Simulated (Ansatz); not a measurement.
Geometry optimisation, Ansatz, UKS PBE/def2-SVP.

Input:

```yaml
crystal:
  periodic: [false, false, false]
  atoms:
    - { symbol: W, position_ang: [0.081381, -0.021249, -0.282968] }
    - { symbol: F, position_ang: [0.122554, 0.445141, 2.721347] }
    - { symbol: F, position_ang: [1.839864, -0.039494, 0.312844] }
    - { symbol: F, position_ang: [0.166175, 1.881548, -0.525199] }
    - { symbol: F, position_ang: [-1.67856, 0.121529, 0.294277] }
    - { symbol: F, position_ang: [-0.008146, -1.891671, 0.047064] }
    - { symbol: O, position_ang: [0.097566, -0.027506, -2.156238] }
    - { symbol: H, position_ang: [0.146859, 0.884588, -2.537212] }
    - { symbol: Cl, position_ang: [-0.239893, -0.560485, 3.908984] }
magnetization:
  spin_polarized: true
  initial_magnetization: 1
basis:
  gaussian: { orbitals: def2-SVP }
hamiltonian:
  xc: pbe
relax:
  f_tol: 0.03
  max_steps: 50
```

Launched with:

```bash
$ ansatz run input.yaml --threads 4 --pin off --max-ram 5120MiB --backend cpu --events-out ev --progress --plain --runs-dir out
```

Question: Where does it end, and by what steps?

Answer: The forces met the threshold. The force dipped under the threshold on the way, but the program's further checks kept it going. After 24 steps the energy has fallen by 2.501 eV; F2 moved furthest, 0.83 Å. Parted: F2–Cl9 (1.60 → 2.69 Å). Joined: W1–F2 (3.04 → 1.88 Å).

```
step  energy less start (eV)  largest force component (eV/Å)  accepted
   0                  0.0000                           2.405       yes
   1                 -0.1748                           2.137       yes
   2                 -0.3743                           2.519       yes
   3                 -0.6617                           3.036       yes
   4                 -0.9583                           3.275       yes
   5                 -1.2587                           3.274       yes
   6                 -2.1368                           1.292       yes
   7                 -2.3733                           0.719       yes
   8                 -2.4228                           1.098       yes
   9                 -2.4735                           0.370       yes
  10                 -2.4805                           0.322       yes
  11                 -2.4768                           0.879        no
  12                 -2.4916                           0.067       yes
  13                 -2.4941                           0.065       yes
  14                 -2.4915                           0.750        no
  15                 -2.4964                           0.062       yes
  16                 -2.4983                           0.041       yes
  17                 -2.4998                           0.046       yes
  18                 -2.5004                           0.050       yes
  19                 -2.5007                           0.050       yes
  20                 -2.5007                           0.134        no
  21                 -2.5009                           0.005       yes
  22                 -2.5009                           0.120       yes
  23                 -2.5010                           0.046       yes
  24                 -2.5010                           0.001       yes
```

```xyz
9
Properties=species:S:1:pos:R:3
W 0.079 0.252 0.043
F 0.058 0.559 1.899
F 1.944 0.153 0.166
F 0.181 2.114 -0.140
F -1.788 0.349 0.089
F -0.023 -1.583 0.365
O 0.106 0.039 -1.790
H 0.133 0.129 -2.756
Cl -0.162 -1.220 3.906
```

Whether the end is a true minimum wasn't checked by a vibrational analysis.

Run time: 2.9 min on 4 threads of Arm Neoverse V1, with other jobs on the host, peak memory 0.43 GiB.
